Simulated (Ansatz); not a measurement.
A nudged elastic band was laid between two geometries of CH4B2ClFO (10 atoms, charge 0, multiplicity 1).

Method: Ansatz, RKS B3LYP-D4/STO-3G.

- movable images: 9
- climbing image: yes
- spring: 5.0 eV/Å²
- optimiser: quadratic models (default)
- start path: through a guess of the saddle point
- force threshold: 0.05 eV/Å
- iteration limit: 47
- end points: relaxed

Initial state:

```xyz
10
Properties=species:S:1:pos:R:3
C -0.103 -1.634 0.853
O -0.479 -0.253 0.487
B 0.201 0.363 -0.507
B -0.200 1.959 -0.874
F -1.090 2.372 -1.739
Cl 0.750 3.276 -0.017
H 0.206 -1.639 1.918
H 0.723 -2.024 0.225
H -0.996 -2.280 0.738
H 1.071 -0.190 -1.081
```

Final state:

```xyz
10
Properties=species:S:1:pos:R:3
C 0.307 -1.292 0.737
O -1.004 -0.696 0.405
B -1.063 0.443 -0.324
B 0.234 1.354 -0.910
F 0.443 1.672 -2.161
Cl 1.453 2.037 0.290
H 0.225 -1.729 1.752
H 1.125 -0.545 0.722
H 0.527 -2.105 0.016
H -2.166 0.809 -0.524
```

Problem. What changes between the two ends?

Solution. No bond is made or broken. The dihedral C1–O2–B3–H10 goes from 1 to 180°.

Problem. Give the energies along the band, and the barrier.

Solution. It converged. The highest image is number 7 of 0 to 10, 23.6 kcal/mol above the first end and 23.3 kcal/mol above the last; the last end lies 0.2 kcal/mol above the first. The profile has 2 maxima (images 2, 7) with wells between them (image 4): this band takes more than one step, which may be the mechanism or a detour left from its start path. A vibrational analysis at the climbing image gives one clearly imaginary mode, 414i cm⁻¹: a first-order saddle point. Limits of this set-up: minimal basis.

```csv
image,path coordinate (Å),energy (kcal/mol),dihedral C1–O2–B3–H10 (°)
0,0.00,0.0,1
1,0.77,0.6,-1
2,1.54,1.2,0
3,2.30,0.8,1
4,3.07,0.7,0
5,3.84,1.2,3
6,4.61,9.0,16
7,5.38,23.6,91
8,6.30,6.5,171
9,7.22,0.5,-180
10,8.13,0.2,180
```

Problem. What is the geometry of the highest image?

Solution. 
```xyz
10
Properties=species:S:1:pos:R:3
C 0.320 -1.549 0.890
O -0.358 -0.431 0.356
B -0.777 0.396 -0.581
B 0.090 1.815 -0.958
F 0.258 2.318 -2.154
Cl 0.861 2.774 0.411
H 0.163 -1.571 1.991
H 1.417 -1.488 0.694
H -0.066 -2.503 0.459
H -1.824 0.188 -1.105
```

Time of the run: 16 min on 1 thread of Intel(R) Xeon(R) Processor @ 2.50GHz (Skylake/Cascade Lake), with other jobs on the host, peak memory 0.12 GiB.
